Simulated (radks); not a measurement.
The numbers below are computed, except where a source is named.
Charge is removed step by step from the 1s down level of Ne2+, starting from 1s(up 1, down 1) 2s2 2p4. Code: a radial shooting solver on a logarithmic mesh with Libxc functionals. Model: non-relativistic Kohn-Sham, PBE, spin-polarised, spherical densities, point nucleus; open shells are filled with parallel spins first.

| removed (e) | E - E(0) (eV) | eigenvalue (eV) | E minus straight line (eV) |
|---|---|---|---|
| 0 | 0.000 | -878.81 | 0.000 |
| 0.25 | 222.71 | -902.73 | -8.097 |
| 0.5 | 451.27 | -925.49 | -10.341 |
| 0.75 | 685.23 | -945.53 | -7.181 |
| 1 | 923.22 | -953.28 | 0.000 |

Removing the whole electron costs 923.22 eV by Delta-SCF, against 878.81 eV from minus the eigenvalue at the starting occupation. Slater's transition state (half an electron removed) gives 925.49 eV. Integrating minus the eigenvalue over the occupation (Janak's theorem) gives 923.01 eV. The mean slope of the eigenvalue, de/dn, is 74.5 eV per electron.
